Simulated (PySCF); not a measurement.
## Assigning NMR signals

Cartesian coordinates in Å; atom numbers follow the order of the lines, from 1:
```xyz
20

C    -3.0455   -0.2982   -1.1158
C    -2.4466    0.6117   -0.0431
C    -0.9456    0.4961   -0.0314
C    -0.3514   -0.5303    0.6802
C     1.0105   -0.7637    0.7371
C     1.9522    0.0173    0.0737
C     3.4071   -0.3198    0.2306
C     1.5730    1.0932   -0.7054
P    -0.0443    1.6472   -0.9809
H    -4.1300   -0.2183   -1.1201
H    -2.7726   -1.3351   -0.9317
H    -2.6701   -0.0144   -2.0971
H    -2.7373    1.6442   -0.2513
H    -2.8482    0.3328    0.9345
H    -1.0022   -1.1953    1.2369
H     1.3649   -1.5960    1.3300
H     3.7304   -0.1075    1.2499
H     3.5766   -1.3787    0.0414
H     4.0227    0.2606   -0.4521
H     2.3513    1.6650   -1.1984
```

How the numbers were obtained: geometry from GFN2-xTB, σ from GIAO-PBE0/pcSseg-1, in PySCF 2.14 (no relativistic terms, one averaged value for each set of equivalent atoms, one computed conformer, in vacuum).

References, each an isolated molecule treated in the same way: TMS for ¹³C (186.93 ppm), ¹H (31.72 ppm).

**Question.** Assign these signals to the numbered atoms. ¹³C{¹H} NMR (computed): δ 186.5 (C), 164.7 (CH), 145.2 (C), 138.9 (CH), 135.9 (CH), 38.1 (CH2), 27.9 (CH3), 25.7 (CH3).

**Answer.** 
| δ (ppm) | atoms | environment | reason |
| --- | --- | --- | --- |
| 186.5 | C3 | substituted aromatic carbon | – |
| 164.7 | C8 | aromatic CH | – |
| 145.2 | C6 | substituted aromatic carbon | – |
| 138.9 | C4 | aromatic CH | the aromatic region |
| 135.9 | C5 | aromatic CH | – |
| 38.1 | C2 | sp3 CH2 on an aromatic ring | a saturated carbon with 2 carbon neighbours and no heteroatom attached |
| 27.9 | C7 | methyl carbon on an aromatic ring | saturated and bonded to C and H only |
| 25.7 | C1 | methyl carbon | saturated and bonded to C and H only |

**Question.** Assign these signals to the numbered atoms. ¹H NMR (600 MHz, computed): δ 8.88 (m, 1H), 7.98 (m, 1H), 7.60 (m, 1H), 3.02 (m, 2H), 2.64 (s, 3H), 1.28 (t, 3H).

**Answer.** 
8.88 → H20, hydrogen on an aromatic CH: the ring current deshields protons in the ring plane
7.98 → H15, hydrogen on an aromatic CH
7.60 → H16, hydrogen on an aromatic CH
3.02 → H13/H14, hydrogen on an sp3 CH2 on an aromatic ring: benzylic-type position, deshielded by the ring
2.64 → H17/H18/H19, hydrogen on a methyl carbon on an aromatic ring: benzylic-type position, deshielded by the ring
1.28 → H10/H11/H12, hydrogen on a methyl carbon

Splittings by ³¹P in the carbon and heteronuclear signals aren't shown, as no couplings were computed. Shifts are as computed. Against solution values, carbons near 30 ppm lie about +3 ppm off and those near 130 ppm about +5 ppm. Of 1211 compounds with measured shifts, 218 miss one by over three times the rms of a fit or turn the order of signals round; such compounds aren't used in these exercises. No couplings were computed; multiplicities are counted from neighbouring protons, with m where these are inequivalent, close in shift, in a saturated or five-membered ring or joined by F or P, and br s for small geminal =CH2 splittings.
